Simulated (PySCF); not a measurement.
Work out the structure from these simulated measurements.

Formula: C6H6O3P2.

* 13C NMR: chemical shifts (computed TMS as zero) by class: 183.3 (1 C), 172.8 (1 C), 153.3 (1 C), 133.1 (1 C), 120.8 (1 C), 51.7 (1 C) ppm [GIAO PBE0/pcSseg-1]
* 1H NMR: chemical shifts (computed TMS as zero) by class: 7.78 (1 H), 7.35 (1 H), 6.91 (1 H), 4.26 (3 H) ppm [GIAO PBE0/pcSseg-1]
* NMR, other nuclei: isotropic shieldings of nuclei other than C and H, by class: -95 (1 O), 26 (1 O), 122 (1 O), -261 (1 P), -183 (1 P) ppm [GIAO PBE0/pcSseg-1]
* Dipole: 2.00 D [PBE0/pcSseg-1]
* Rotational structure: rotational constants A, B, C: 3.389, 0.377, 0.340 GHz [GFN2-xTB]

Electronic properties: PySCF, gas phase, density fitting. Levels stand in brackets. The structure is a single GFN2-xTB conformer in the gas phase; no vibrational or solvent corrections. GFN2-xTB frequencies show an imaginary mode (35i cm⁻¹), so this geometry is no minimum at that level. Each NMR value is the plain mean over a class of atoms that symmetry, rotation or inversion makes alike.

**Question.** What is the compound? Reason from the data.

**Answer.** Numbering: `[CH3:1][O:2][C:3](=[O:4])/[P:5]=[P:6]/[c:7]1[cH:8][cH:9][cH:10][o:11]1`. 6 carbons fall into 6 classes; from least to most shielded: carbonyl carbon [C3] (183.3 ppm), substituted aromatic carbon [C7] (172.8 ppm), aromatic CH next to a ring oxygen [C10] (153.3 ppm), aromatic CH carbon [C8] (133.1 ppm), aromatic CH carbon [C9] (120.8 ppm), methoxy carbon [C1] (51.7 ppm). Hydrogen classes from least to most shielded: 1 H on an aromatic CH next to a ring oxygen, C10 (7.78 ppm), 1 H on an aromatic CH carbon, C8 (7.35 ppm), 1 H on an aromatic CH carbon, C9 (6.91 ppm), 3 H on a methoxy carbon, C1 (4.26 ppm, a mean of values up to 1.6 ppm apart in this geometry). The other shieldings belong to: -95 ppm, carbonyl oxygen [O4]; 26 ppm, furan-type oxygen [O11]; 122 ppm, oxygen singly bound to a carbonyl carbon [O2]; -261 ppm, phosphorus bonded to C and P [P6]; -183 ppm, phosphorus bonded to C and P [P5]. By its constants the optimised geometry is an asymmetric top. Structure: `O(C(/P=P/c1ccco1)=O)C`. The assignments are read from this structure; whether some other isomer fits the data as well wasn't checked.

Shape of the structure used: `[CH3:1][O:2][C:3](=[O:4])/[P:5]=[P:6]/[c:7]1[cH:8][cH:9][cH:10][o:11]1`: C1–O2–C3–O4 0°, O2–C3–P5–P6 -177°, P5–P6–C7–C8 -179°.
